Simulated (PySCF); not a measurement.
Species: C5H9BNP.
InChI=1S/C5H9BNP/c8-6-5-1-3-7-4-2-5/h1-4H,6H2,8H3

Method: TDDFT CAM-B3LYP/def2-SVPD, vertical, gas phase, core orbitals frozen in the response in PySCF. The structure is a single PBE0-D3(BJ)/def2-SVP conformer in the gas phase; no vibrational or solvent corrections. Torsions of this conformer, `[PH3+:1][BH2-:2][c:3]1[cH:4][cH:5][n:6][cH:7][cH:8]1`: P1–B2–C3–C4 90°.

Broadening: Gaussians 0.4 eV wide at half height, area fixed by f = 4.319×10⁻⁹ ∫ε dν̃. The width is an assumption, not a result. The curve ends short of the highest state used, and states not computed would add to its high-energy end.

λ (nm), ε (L mol⁻¹ cm⁻¹) and a bar:
```
    189.0      17535 ##############################
    191.8       7176 ############
    194.5       3455 ######
    197.2       3385 ######
    199.9       4635 ########
    202.6       5572 ##########
    205.3       5400 #########
    208.0       4242 #######
    210.7       2777 #####
    213.4       1637 ###
    216.2       1078 ##
    218.9       1079 ##
    221.6       1391 ##
    224.3       1756 ###
    227.0       1964 ###
    229.7       1920 ###
    232.4       1658 ###
    235.1       1298 ##
    237.8        965 ##
    240.6        727 #
    243.3        607 #
    246.0        558 #
    248.7        531 #
    251.4        492 #
    254.1        429 #
    256.8        347 #
    259.5        260 
    262.2        180 
    264.9        116 
    267.7         69 
    270.4         39 
    273.1         20 
    275.8         10 
    278.5          5 
    281.2          2 
    283.9          1
```

Q: Where are the band maxima, and which computed states make them?

A: 228 nm (5.44 eV), ε about 2000, made up of S3 (99%); 204 nm (6.09 eV), ε about 5600, made up of S4 (100%) (ε in L mol⁻¹ cm⁻¹; maxima over ε = 5, shares over 10%). At its high-energy end, 6.56 eV, the curve is still rising (ε about 18000, from S5). The states used: S1 4.97 eV (f 0.0071); S2 5.34 eV (f 0.0000); S3 5.44 eV (f 0.029); S4 6.09 eV (f 0.084); S5 6.79 eV (f 0.569); S6 6.88 eV (f 0.0041); S7 6.93 eV (f 0.234); S8 6.98 eV (f 0.080); S9 7.03 eV (f 0.022); S10 7.16 eV (f 0.074).

Q: What would ε be at 6.09 eV, the highest of these maxima, with half the width (0.2 eV)?

A: About 11300 L mol⁻¹ cm⁻¹ against 5650, a factor of about 2.00; a lone state at its own centre would give exactly 2.

Q: On this curve, what absorbance would a 10⁻⁴ mol/L sample give at 222 nm over a 1 cm path?

A: 222 nm is 5.585 eV, where ε is about 1400 L mol⁻¹ cm⁻¹, so A = ε c l ≈ 0.14 (Beer–Lambert, with the gas-phase spectrum and the assumed width).

Q: Coming from long wavelengths, where does ε first pass 100 L mol⁻¹ cm⁻¹?

A: At about 266 nm (4.67 eV), 0.30 eV below S1.

The vertical ionisation energy (ΔSCF) is 9.02 eV, 1.86 eV above S10.
